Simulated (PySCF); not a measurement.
Telling isomers of C$_{5}$H$_{4}$F$_{3}$NO apart by NMR

- geometry from GFN2-xTB
- σ from GIAO-PBE0/pcSseg-1
- program: PySCF 2.14.0 with density-fitted response routines
- isolated molecule, rapidly exchanging positions averaged, relativity neglected, one computed conformer

References, each an isolated molecule treated in the same way: 1H and 13C against TMS. Splittings of carbon signals by F and P are missing where no couplings were computed. Where no couplings were computed, multiplicities follow the n + 1 count of equivalent neighbours, and m marks all less simple cases (inequivalent or close neighbours, rings, F or P nearby). Acid and N–H amide carbonyl carbons lie up to 10 ppm further downfield in solution (hydrogen bonding). Shifts are as computed. Against solution values, carbons near 30 ppm lie about +3 ppm off and those near 130 ppm about +5 ppm. Of 1211 compounds with measured shifts, 218 miss one by over three times the rms of a fit or turn the order of signals round; such compounds aren't used in these exercises. Groups on amide-type nitrogens are kept apart (slow C–N rotation). OH and NH positions are gas-phase values without hydrogen bonding to other molecules.

(1) Tabulate the signals of `N#CC1(OC(F)(F)F)CC1`, `NC(=O)/C=C/C(F)=C(F)F`, `CO/C(C#N)=C\C(F)(F)F`, `C=C(CC#N)OC(F)(F)F` and their relative energies.

(2) What is the quickest way to tell NC(=O)/C=C/C(F)=C(F)F from C=C(CC#N)OC(F)(F)F?

(3) What is the quickest way to tell N#CC1(OC(F)(F)F)CC1 from NC(=O)/C=C/C(F)=C(F)F?

(4) What is the quickest way to tell CO/C(C#N)=C\C(F)(F)F from C=C(CC#N)OC(F)(F)F?

Answers

(1) 
```tsv
SMILES	carbon types	δC	δH	E rel. (kcal/mol)
N#CC1(OC(F)(F)F)CC1	3×C 2×CH2	131.8, 122.2, 49.0, 19.9	1.72 (m, 2H), 1.41 (m, 2H)	5.9
NC(=O)/C=C/C(F)=C(F)F	3×C 2×CH	169.2, 164.5, 138.4, 135.4, 125.5	7.54 (m, 1H), 5.96 (m, 1H), 4.93 (br, 1H), 4.70 (br, 1H)	0.0
CO/C(C#N)=C\C(F)(F)F	3×C 1×CH 1×CH3	145.4, 131.3, 119.5, 117.6, 59.8	5.82 (m, 1H), 4.15 (s, 3H)	11.0
C=C(CC#N)OC(F)(F)F	3×C 2×CH2	155.6, 129.3, 120.1, 105.8, 23.8	5.48 (br s, 1H), 5.22 (br s, 1H), 3.10 (s, 2H)	0.8
```

Energies are electronic energies at PBE0/pcSseg-1 on these geometries, without zero-point or thermal terms, each for the one conformer computed, which needn't be the lowest.

(2) Both give the same number of carbon signals, but DEPT or the intensities differ. The first has a β carbon of a C=C–C=O unit (CH) at 135.4 ppm, the second a β carbon of an enol-ether or enamine type C=C (CH2) at 105.8 ppm. Their most deshielded carbons lie at 169.2 and 155.6 ppm. In the proton spectra the most deshielded non-exchanging signals are 7.54 (m, 1H) and 5.48 (br s, 1H).

(3) Count the carbon signals: 4 against 5. The first has a three-membered-ring carbon (C) at 49.0 ppm, the second a β carbon of a C=C–C=O unit (CH) at 135.4 ppm. Their most deshielded carbons lie at 131.8 and 169.2 ppm. In the proton spectra the most deshielded non-exchanging signals are 1.72 (m, 2H) and 7.54 (m, 1H).

(4) Both give the same number of carbon signals, but DEPT or the intensities differ. The first has a β carbon of an enol-ether or enamine type C=C (CH) at 119.5 ppm, the second a β carbon of an enol-ether or enamine type C=C (CH2) at 105.8 ppm. Their most deshielded carbons lie at 145.4 and 155.6 ppm.
